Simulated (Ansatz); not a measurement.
Molecule: sum formula BNH$_{3}$, charge 0, multiplicity 2. It need not be the lowest isomer of its formula. SMILES: B[NH]
Coordinates optimised at B3LYP-D3(BJ)/def2-TZVP (Ansatz, a quantum-chemistry and plane-wave program):
```xyz
5

B     -0.6755     0.1489    -0.0061
N      0.6301    -0.0972     0.0059
H     -1.4467    -0.7808    -0.0183
H     -1.1064     1.2696    -0.0052
H      1.5198    -0.5528     0.0128
```
Charge 0, spin multiplicity 2.

Property: atomisation energy (electronic, to ground-state atoms), in kcal/mol. Valence correlation only, unless marked. Open shells are spin-unrestricted. No spin-orbit coupling. No relativistic terms. The coupled-cluster limit lacks core correlation, which all-electron functionals hold. CBS marks a two-point X^-3 extrapolation of the correlation energy; Hartree-Fock from the larger set.

```json
[
 {"level": "HF/aug-cc-pVTZ", "program": "Ansatz", "atomisation energy (kcal/mol)": "276.7"},
 {"level": "revPBE-D4/def2-TZVPD", "program": "Ansatz + dftd4", "atomisation energy (kcal/mol)": "384.3"}
]
```

Task: Predict the CCSD(T)/CBS(def2-TZVPPD,def2-QZVPPD) result (Ansatz).

Result: 376.9 kcal/mol, so revPBE-D4/def2-TZVPD differs from it by 7.4 kcal/mol.
